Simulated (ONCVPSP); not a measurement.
# What one change does to a pseudopotential (antimony, ONCV)

```json
{
  "Element": "Sb (Z = 51)",
  "Generator": "ONCVPSP 4.0.1",
  "Type": "optimised norm-conserving Vanderbilt (ONCV)",
  "Functional": "LDA (Perdew-Wang 92)",
  "Relativity": "scalar-relativistic",
  "Frozen core": "[Ar] 3d10",
  "Valence charge": "23",
  "Reference configuration": "4s2 4p6 4d10 5s2 5p3",
  "Partial waves": "4s+5s: rc 1.55 bohr, ncon 4, nbas 7, qcut 6.5 1/bohr, 2 projectors; 4p+5p: rc 1.10 bohr, ncon 4, nbas 7, qcut 15.3 1/bohr, 2 projectors; 4d: rc 1.60 bohr, ncon 3, nbas 8, qcut 10.6 1/bohr, 1 projector",
  "Local potential": "polynomial inside 0.80 bohr (lpopt 5, dvloc0 6 Ha)",
  "Core correction": "none"
}
```

All-electron outer shells of the reference configuration (LDA (PZ), scalar-relativistic, ld1.x):

```json
{"shell": "3p", "level (eV)": "-749.96", "outermost node (bohr)": "0.13", "outermost maximum (bohr)": "0.30"}
{"shell": "3d", "level (eV)": "-516.13", "outermost node (bohr)": "–", "outermost maximum (bohr)": "0.24"}
{"shell": "4s", "level (eV)": "-148.49", "outermost node (bohr)": "0.39", "outermost maximum (bohr)": "0.73"}
{"shell": "4p", "level (eV)": "-101.60", "outermost node (bohr)": "0.39", "outermost maximum (bohr)": "0.76"}
{"shell": "4d", "level (eV)": "-33.55", "outermost node (bohr)": "0.38", "outermost maximum (bohr)": "0.84"}
{"shell": "5s", "level (eV)": "-13.09", "outermost node (bohr)": "0.95", "outermost maximum (bohr)": "1.88"}
{"shell": "5p", "level (eV)": "-5.00", "outermost node (bohr)": "1.04", "outermost maximum (bohr)": "2.32"}
```

Change: p: rc 1.34.

Cutoffs: the cutoffs (Ha) at which the residual kinetic energy of the hardest occupied pseudo-wave falls to 1 and 0.1 mHa per electron; they do not see the model core or the augmentation charge, which bear on the density cutoff. Errors are all-electron minus pseudo energies relative to the spin-unpolarised reference configuration.

What does the change do?

The potential gets softer (71 Ha and 85 Ha → 58 Ha and 70 Ha); the errors of the 4 common tests hardly move; neither file shows a bound ghost. A larger radius leaves more room for a smooth pseudo-wave, so fewer plane waves are needed.

```tsv
quantity	base	changed
cutoff, loose	71 Ha	58 Ha
cutoff, tight	85 Ha	70 Ha
loose cutoff by channel	s 18 Ha, p 71 Ha, d 38 Ha	s 18 Ha, p 58 Ha, d 38 Ha
bound ghosts	none	none
GHOST(+) flags under 300 eV	s at 105.2 eV	s at 105.2 eV
error for 4s2 4p6 4d10 5s2 5p2, meV [ΔE 8.51 eV]	-1.5	-1.6
error for 4s2 4p6 4d10 5s2 5p1, meV [ΔE 24.76 eV]	-4.5	-5.0
error for 4s2 4p6 4d10 5s2 5p0, meV [ΔE 49.54 eV]	-9.0	-10.0
error for 4s2 4p6 4d10 5s1 5p0, meV [ΔE 94.36 eV]	-23	-25
s: phases at 1.58 bohr within 0.05 rad from the reference energy up to (Ha; the scan ends near 5)	3.5	3.5
d: phases at 1.62 bohr within 0.05 rad from the reference energy up to (Ha; the scan ends near 5)	1.7	1.7
```
